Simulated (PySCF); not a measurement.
Sn(Cl)(OH)3 (ClH₃O₃Sn), SMILES [OH][Sn]([OH])([OH])[Cl].

Geometry: B3LYP-D3(BJ)/def2-SVP. The structure was generated by enumeration; whether it is a known compound was not checked. The def2 effective core potentials stand for the cores of Sn; spin–orbit coupling is left out. Other conformers were not sampled.

Method: PBE/def2-TZVP (PySCF).

The molecule is in vacuum.

| Item | Result |
|---|---|
| total energy | -901.77587 hartree |
| point group | C3 |
| highest occupied level | -7.65 eV |
| lowest empty level | -3.36 eV |
| orbital gap | 4.29 eV |
| dipole moment | 0.78 D |
| quadrupole, principal values (traceless, Buckingham form, about the centre of nuclear charge) | -10.46, 5.23, 5.23 D·Å |
| mean static polarisability | 62.2 bohr³ (9.22 Å³) |
| polarisability, principal values | 58.2, 58.2, 70.2 bohr³ |
